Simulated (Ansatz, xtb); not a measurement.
## A geometry optimisation of ClFHInNO with r2SCAN-D4/def2-SVP

The starting geometry of this gas-phase doublet has its atoms placed at random.

```xyz
6

Cl    1.0754   -0.1324    1.6939
F    -0.2677    0.2267   -0.0185
In    1.9632    0.8734    0.0074
N    -1.3613    1.4969    0.6356
O    -1.0923   -0.0560    0.7088
H     1.1737    1.2464   -1.3097
```

Question: One run relaxed it with r2SCAN-D4/def2-SVP. What is a likely outcome?

Answer: It ends as a structure given below by its coordinates. Distances that change by over a tenth: In3–N4 (3.44 → 2.55 Å). Contacts that open: F2–O5 (1.14 → 3.03 Å). Contacts that close: F2–In3 (2.32 → 1.98 Å), N4–O5 (1.58 → 1.15 Å).

The energy falls by 13.17 eV over 25 steps:

| step | E − E(last) (eV) |
| --- | --- |
| 1 | 13.174 |
| 4 | 4.904 |
| 6 | 3.253 |
| 9 | 1.243 |
| 12 | 0.302 |
| 14 | 0.114 |
| 17 | 0.068 |
| 20 | 0.019 |
| 22 | 0.001 |
| 25 | 0.000 |

Final geometry (Å):

```xyz
6

Cl    1.8807   -0.0156    1.9945
F    -0.1652   -0.6694   -0.8015
In    1.1460    0.6568   -0.1300
N    -1.2872    1.1482    0.4613
O    -1.8756    0.6624    1.3154
H     1.7922    1.8727   -1.1221
```

From the same start GFN2-xTB reaches the same bonding as this run.

From so rough a start the end depends on the optimiser's path, so another program may land elsewhere. No frequencies were run, so the end isn't proven a minimum. Open shells are spin-unrestricted. Atoms past krypton carry core potentials, without spin–orbit terms. Run with Ansatz 0.2.0, 3.2 min on 2 threads of Intel(R) Xeon(R) 6975P-C (Granite Rapids), with other jobs on the host.
